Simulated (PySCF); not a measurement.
C₇H₇, SMILES Cc1cc[c]cc1, multiplicity 2.

Geometry: PBE0-D3(BJ)/def2-SVP. The isomer is the one that the SMILES or the coordinates give; other isomers of the formula were not compared.

Level of theory: PBE0-D3(BJ)/def2-SVP (PySCF).

Harmonic, unscaled wavenumbers; measured fundamentals usually lie a few per cent lower.

A small imaginary wavenumber (i) marks a very flat motion, where grid noise or a shallow saddle decides the sign.

Problem. Give all harmonic wavenumbers and intensities. (Estimate from the structure and the level; the computed values follow.)

Solution. 
```json
[
 {"mode": "1", "ν (cm⁻¹)": "20i", "IR (km/mol)": "0.3", "moving atoms (share of kinetic energy)": "H 96 %"},
 {"mode": "2", "ν (cm⁻¹)": "226", "IR (km/mol)": "0.5", "moving atoms (share of kinetic energy)": "C 77 %, H 23 %"},
 {"mode": "3", "ν (cm⁻¹)": "347", "IR (km/mol)": "0.3", "moving atoms (share of kinetic energy)": "C 65 %, H 35 %"},
 {"mode": "4", "ν (cm⁻¹)": "406", "IR (km/mol)": "0.0", "moving atoms (share of kinetic energy)": "C 70 %, H 30 %"},
 {"mode": "5", "ν (cm⁻¹)": "470", "IR (km/mol)": "19.4", "moving atoms (share of kinetic energy)": "C 70 %, H 30 %"},
 {"mode": "6", "ν (cm⁻¹)": "531", "IR (km/mol)": "2.3", "moving atoms (share of kinetic energy)": "C 90 %, H 10 %"},
 {"mode": "7", "ν (cm⁻¹)": "613", "IR (km/mol)": "0.2", "moving atoms (share of kinetic energy)": "C 93 %"},
 {"mode": "8", "ν (cm⁻¹)": "697", "IR (km/mol)": "0.1", "moving atoms (share of kinetic energy)": "C 74 %, H 26 %"},
 {"mode": "9", "ν (cm⁻¹)": "788", "IR (km/mol)": "34.4", "moving atoms (share of kinetic energy)": "H 63 %, C 37 %"},
 {"mode": "10", "ν (cm⁻¹)": "793", "IR (km/mol)": "10.6", "moving atoms (share of kinetic energy)": "C 72 %, H 28 %"},
 {"mode": "11", "ν (cm⁻¹)": "822", "IR (km/mol)": "0.0", "moving atoms (share of kinetic energy)": "H 79 %, C 21 %"},
 {"mode": "12", "ν (cm⁻¹)": "953", "IR (km/mol)": "0.3", "moving atoms (share of kinetic energy)": "H 75 %, C 25 %"},
 {"mode": "13", "ν (cm⁻¹)": "980", "IR (km/mol)": "0.0", "moving atoms (share of kinetic energy)": "H 70 %, C 30 %"},
 {"mode": "14", "ν (cm⁻¹)": "992", "IR (km/mol)": "0.7", "moving atoms (share of kinetic energy)": "C 58 %, H 42 %"},
 {"mode": "15", "ν (cm⁻¹)": "1000", "IR (km/mol)": "1.2", "moving atoms (share of kinetic energy)": "C 62 %, H 38 %"},
 {"mode": "16", "ν (cm⁻¹)": "1051", "IR (km/mol)": "5.5", "moving atoms (share of kinetic energy)": "H 60 %, C 40 %"},
 {"mode": "17", "ν (cm⁻¹)": "1063", "IR (km/mol)": "9.1", "moving atoms (share of kinetic energy)": "C 55 %, H 45 %"},
 {"mode": "18", "ν (cm⁻¹)": "1109", "IR (km/mol)": "8.0", "moving atoms (share of kinetic energy)": "H 80 %, C 20 %"},
 {"mode": "19", "ν (cm⁻¹)": "1170", "IR (km/mol)": "0.6", "moving atoms (share of kinetic energy)": "H 89 %, C 11 %"},
 {"mode": "20", "ν (cm⁻¹)": "1244", "IR (km/mol)": "0.3", "moving atoms (share of kinetic energy)": "C 68 %, H 32 %"},
 {"mode": "21", "ν (cm⁻¹)": "1290", "IR (km/mol)": "0.2", "moving atoms (share of kinetic energy)": "H 77 %, C 23 %"},
 {"mode": "22", "ν (cm⁻¹)": "1382", "IR (km/mol)": "0.5", "moving atoms (share of kinetic energy)": "C 90 %, H 10 %"},
 {"mode": "23", "ν (cm⁻¹)": "1393", "IR (km/mol)": "1.1", "moving atoms (share of kinetic energy)": "H 72 %, C 28 %"},
 {"mode": "24", "ν (cm⁻¹)": "1408", "IR (km/mol)": "0.6", "moving atoms (share of kinetic energy)": "C 67 %, H 33 %"},
 {"mode": "25", "ν (cm⁻¹)": "1456", "IR (km/mol)": "8.0", "moving atoms (share of kinetic energy)": "H 96 %"},
 {"mode": "26", "ν (cm⁻¹)": "1468", "IR (km/mol)": "12.4", "moving atoms (share of kinetic energy)": "H 83 %, C 17 %"},
 {"mode": "27", "ν (cm⁻¹)": "1500", "IR (km/mol)": "13.7", "moving atoms (share of kinetic energy)": "C 71 %, H 29 %"},
 {"mode": "28", "ν (cm⁻¹)": "1646", "IR (km/mol)": "3.8", "moving atoms (share of kinetic energy)": "C 92 %, H 8 %"},
 {"mode": "29", "ν (cm⁻¹)": "1670", "IR (km/mol)": "0.7", "moving atoms (share of kinetic energy)": "C 95 %"},
 {"mode": "30", "ν (cm⁻¹)": "3055", "IR (km/mol)": "20.6", "moving atoms (share of kinetic energy)": "H 97 %"},
 {"mode": "31", "ν (cm⁻¹)": "3138", "IR (km/mol)": "8.4", "moving atoms (share of kinetic energy)": "H 91 %, C 9 %"},
 {"mode": "32", "ν (cm⁻¹)": "3166", "IR (km/mol)": "7.5", "moving atoms (share of kinetic energy)": "H 91 %, C 9 %"},
 {"mode": "33", "ν (cm⁻¹)": "3188", "IR (km/mol)": "6.1", "moving atoms (share of kinetic energy)": "H 92 %, C 8 %"},
 {"mode": "34", "ν (cm⁻¹)": "3191", "IR (km/mol)": "6.8", "moving atoms (share of kinetic energy)": "H 92 %, C 8 %"},
 {"mode": "35", "ν (cm⁻¹)": "3210", "IR (km/mol)": "7.0", "moving atoms (share of kinetic energy)": "H 91 %, C 9 %"},
 {"mode": "36", "ν (cm⁻¹)": "3212", "IR (km/mol)": "0.2", "moving atoms (share of kinetic energy)": "H 91 %, C 9 %"}
]
```
